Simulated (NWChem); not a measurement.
Molecule: CH5NOSi2; SMILES [Si@H]1([SiH2]C=N1)O

```xyz
10

O     -0.4850    -2.0763    -0.5235
Si     0.0007    -0.8101     0.4385
N      1.4975     0.0510    -0.0791
C      1.0691     1.2575    -0.2623
Si    -0.8507     1.3162    -0.0340
H     -0.0751    -2.9379    -0.3587
H      0.1794    -1.2883     1.8409
H      1.7811     2.0564    -0.5168
H     -1.6006     1.5381    -1.3031
H     -1.4012     2.2539     0.9898
```
Atoms are numbered in this order, from 1.

All runs: NWChem. Medium grid unless said otherwise, to which SCAN and Minnesota functionals are sensitive. Geometry: optimised at B3LYP/6-31G* (spherical d). Total energies of different functionals are on different scales.

```csv
level,energy (Ha),highest occupied level (eV),orbital gap (eV),dipole (D)
PBE/def2-TZVP,-749.6815,-5.47,3.14,0.82
B3LYP/def2-TZVP,-750.2184,(withheld),(withheld),(withheld)
BLYP/def2-TZVP,-750.1268,-5.36,3.19,0.89
TPSSh/def2-TZVP,-750.2180,-6.07,4.36,0.90
"LDA (Slater exchange, VWN5)/def2-TZVP",-746.5192,-5.59,3.02,0.89
M06-2X/def2-TZVP,-750.0648,-8.01,7.83,1.12
```

Question: Complete the blanks.

Answer: 
- B3LYP/def2-TZVP, highest occupied level (eV): -6.57
- B3LYP/def2-TZVP, orbital gap (eV): 5.13
- B3LYP/def2-TZVP, dipole (D): 0.98
